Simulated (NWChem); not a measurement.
System: C₄H₇ cation

Excerpt of the output:

```
             Northwest Computational Chemistry Package (NWChem) 7.3.0
             --------------------------------------------------------

 C1  symmetry detected

                             Geometry "geometry" -> ""
                             -------------------------

 Output coordinates in angstroms (scale by  1.889725989 to convert to a.u.)

  No.       Tag          Charge          X              Y              Z
 ---- ---------------- ---------- -------------- -------------- --------------
    1 C                    6.0000    -1.16125925     0.80695312     0.00140913
    2 C                    6.0000    -0.00109754     0.04139995    -0.00156288
    3 C                    6.0000     1.16957153     0.79124169     0.00137965
    4 C                    6.0000    -0.00787592    -1.45647718     0.00010992
    5 H                    1.0000    -2.15539949     0.34357606     0.03569374
    6 H                    1.0000    -1.12246013     1.90213413    -0.02258677
    7 H                    1.0000     2.15755159     0.31445406     0.03560568
    8 H                    1.0000     1.14586388     1.88689278    -0.02259896
    9 H                    1.0000    -0.94304959    -1.85406538     0.41539704
   10 H                    1.0000     0.08885530    -1.83273966    -1.03117113
   11 H                    1.0000     0.83260550    -1.85895751     0.58164547

 Effective nuclear repulsion energy (a.u.)     112.4624980674

                                 NWChem DFT Module
                                 -----------------

 Summary of "ao basis" -> "ao basis" (spherical)
 ------------------------------------------------------------------------------
       Tag                 Description            Shells   Functions and Types
 ---------------- ------------------------------  ------  ---------------------
 C                          def2-svp                 6       14   3s2p1d
 H                          def2-svp                 3        5   2s1p

            General Information
            -------------------
          SCF calculation type: DFT
          Wavefunction type:  closed shell.
          No. of atoms     :    11
          No. of electrons :    30
           Alpha electrons :    15
            Beta electrons :    15
          Charge           :     1
          Spin multiplicity:     1
          Use of symmetry is: off; symmetry adaption is: off
          Maximum number of iterations: 150
          AO basis - number of functions:    91
                     number of shells:    45
          Convergence on energy requested:  1.00D-06
          Convergence on density requested:  1.00D-05
          Convergence on gradient requested:  5.00D-04

              XC Information
              --------------
                          M06 Method XC Functional
                     Hartree-Fock (Exact) Exchange  0.270
                           M06 Exchange Functional  1.000
                         M06 Correlation Potential  1.000

             Grid Information
             ----------------
          Grid used for XC integration:  medium
          Radial quadrature: Mura-Knowles
          Angular quadrature: Lebedev.
          Tag              B.-S. Rad. Rad. Pts. Rad. Cut. Ang. Pts.
          ---              ---------- --------- --------- ---------
          C                   0.70       49          10.0       434
          H                   0.35       45          11.0       434
          Grid pruning is: on
          Number of quadrature shells:   511
          Spatial weights used:  Erf1

      Superposition of Atomic Density Guess
      -------------------------------------

 Sum of atomic energies:        -153.99419517

 Renormalizing density from      31.00 to     30

      Non-variational initial energy
      ------------------------------

 Total energy =    -152.846043
 1-e energy   =    -413.361511
 2-e energy   =     148.052970
 HOMO         =      -0.668065
 LUMO         =      -0.460672

     ---------------------------------------------
      Total Density - Mulliken Population Analysis
     ---------------------------------------------

    Atom       Charge   Shell Charges
 -----------   ------   -------------------------------------------------------
    1 C    6     5.80   1.99  1.05  0.27  1.84  0.63  0.03
    2 C    6     6.52   1.99  1.06  0.16  2.17  1.09  0.05
    3 C    6     5.80   1.99  1.05  0.27  1.83  0.63  0.03
    4 C    6     6.37   1.99  1.03  0.10  2.32  0.90  0.02
    5 H    1     0.79   0.63  0.14  0.02
    6 H    1     0.78   0.62  0.14  0.02
    7 H    1     0.79   0.62  0.14  0.02
    8 H    1     0.78   0.62  0.14  0.02
    9 H    1     0.79   0.63  0.14  0.03
   10 H    1     0.77   0.62  0.13  0.03
   11 H    1     0.79   0.63  0.14  0.03

   convergence    iter        energy       DeltaE   RMS-Dens  Diis-err
 ---------------- ----- ----------------- --------- --------- ---------
 d= 0,ls=0.0,diis     1   -155.9564284544 -2.68D+02  1.30D-02  7.26D-01
 d= 0,ls=0.0,diis     2   -155.9534939251  2.93D-03  7.74D-03  6.17D-01
 d= 0,ls=0.0,diis     3   -156.0320157059 -7.85D-02  1.49D-03  3.61D-02
 d= 0,ls=0.0,diis     4   -156.0362322022 -4.22D-03  3.75D-04  2.47D-03
 d= 0,ls=0.0,diis     5   -156.0365266797 -2.94D-04  1.34D-04  9.07D-05
 d= 0,ls=0.0,diis     6   -156.0365260946  5.85D-07  7.69D-05  9.16D-05
 d= 0,ls=0.0,diis     7   -156.0365396319 -1.35D-05  1.44D-05  3.37D-06
 d= 0,ls=0.0,diis     8   -156.0365400814 -4.49D-07  3.78D-06  1.28D-07

         Total DFT energy =     -156.036540081392
      One electron energy =     -423.659624130744
           Coulomb energy =      178.918479155297
    Exchange-Corr. energy =      -23.757893173367
 Nuclear repulsion energy =      112.462498067423

 Numeric. integr. density =       29.999985923306

                       DFT Final Molecular Orbital Analysis
                       ------------------------------------

 Vector   13  Occ=2.000000D+00  E=-6.062834D-01
              MO Center= -4.7D-03, -3.5D-01, -2.2D-02, r^2= 2.9D+00
   Bfn.  Coefficient  Atom+Function         Bfn.  Coefficient  Atom+Function
  ----- ------------  ---------------      ----- ------------  ---------------
    47     -0.376283   4 C  py               19      0.369729   2 C  py
    33     -0.199950   3 C  py                5     -0.197619   1 C  py
    72     -0.175602   8 H  s                62     -0.174405   6 H  s
    82      0.143438  10 H  s                50     -0.138911   4 C  py
    77      0.112964   9 H  s                22      0.111217   2 C  py

 Vector   14  Occ=2.000000D+00  E=-5.829212D-01
              MO Center= -6.7D-02, -1.4D+00,  2.0D-01, r^2= 1.8D+00
   Bfn.  Coefficient  Atom+Function         Bfn.  Coefficient  Atom+Function
  ----- ------------  ---------------      ----- ------------  ---------------
    46      0.436267   4 C  px               77     -0.326355   9 H  s
    87      0.295783  11 H  s                49      0.177186   4 C  px
    18     -0.118632   2 C  px               31     -0.114219   3 C  s
     5     -0.112141   1 C  py               78     -0.108071   9 H  s
     3      0.106162   1 C  s                33      0.103659   3 C  py

 Vector   15  Occ=2.000000D+00  E=-5.380331D-01
              MO Center=  2.2D-02, -2.9D-01, -9.7D-02, r^2= 2.9D+00
   Bfn.  Coefficient  Atom+Function         Bfn.  Coefficient  Atom+Function
  ----- ------------  ---------------      ----- ------------  ---------------
    20      0.284140   2 C  pz               48     -0.280309   4 C  pz
     6      0.274887   1 C  pz               34      0.273608   3 C  pz
    82      0.251252  10 H  s                23      0.177854   2 C  pz
     9      0.164846   1 C  pz               37      0.162589   3 C  pz
    51     -0.163204   4 C  pz               87     -0.144415  11 H  s

 Vector   16  Occ=0.000000D+00  E=-3.628179D-01
              MO Center=  1.0D-02,  7.9D-01,  1.0D-03, r^2= 2.5D+00
   Bfn.  Coefficient  Atom+Function         Bfn.  Coefficient  Atom+Function
  ----- ------------  ---------------      ----- ------------  ---------------
    34     -0.454262   3 C  pz                6      0.451550   1 C  pz
     9      0.372539   1 C  pz               37     -0.374151   3 C  pz
    49      0.039929   4 C  px               27      0.034201   2 C  d  1
    88     -0.032334  11 H  s                78      0.026405   9 H  s

 Vector   17  Occ=0.000000D+00  E=-1.913853D-01
              MO Center=  5.3D-03,  2.5D-01, -3.0D-02, r^2= 2.8D+00
   Bfn.  Coefficient  Atom+Function         Bfn.  Coefficient  Atom+Function
  ----- ------------  ---------------      ----- ------------  ---------------
    23      0.692766   2 C  pz               20      0.513158   2 C  pz
     9     -0.457813   1 C  pz               37     -0.453537   3 C  pz
     6     -0.297753   1 C  pz               34     -0.291132   3 C  pz
    83      0.277556  10 H  s                88     -0.172020  11 H  s
    82      0.155300  10 H  s                78     -0.124746   9 H  s

 Vector   18  Occ=0.000000D+00  E=-1.322072D-01
              MO Center=  1.3D-02,  1.4D+00,  7.3D-03, r^2= 5.9D+00
   Bfn.  Coefficient  Atom+Function         Bfn.  Coefficient  Atom+Function
  ----- ------------  ---------------      ----- ------------  ---------------
    73     -1.080463   8 H  s                63     -1.058302   6 H  s
     3      1.010835   1 C  s                31      1.013524   3 C  s
    68     -0.614954   7 H  s                58     -0.610276   5 H  s
    45      0.605784   4 C  s                36      0.462293   3 C  py
     8      0.453064   1 C  py               17      0.344641   2 C  s

     ---------------------------------------------
      Total Density - Mulliken Population Analysis
     ---------------------------------------------

[...]
```

Level: M06/def2-SVP. The geometry was optimised at PBE0/def2-SVP.

**Question.** Reconstruct the input file.

**Answer.** One answer among several that fit: the input that was run:
```
start job
memory heap 200 mb stack 900 mb global 1100 mb
charge 1
geometry units angstroms noautoz
  C     -1.155227     0.811062     0.001403
  C     -0.000405     0.037485    -0.003121
  C      1.175438     0.779168     0.002956
  C     -0.017581    -1.460307    -0.006078
  H     -2.152584     0.354495     0.033561
  H     -1.108810     1.906016    -0.019184
  H      2.160060     0.295429     0.036401
  H      1.159353     1.875026    -0.017656
  H     -0.955791    -1.852671     0.407325
  H      0.077280    -1.834051    -1.038448
  H      0.819667    -1.870404     0.574800
end
basis spherical
  * library def2-svp
end
dft
  xc m06
  iterations 150
  mulliken
end
task dft energy
```
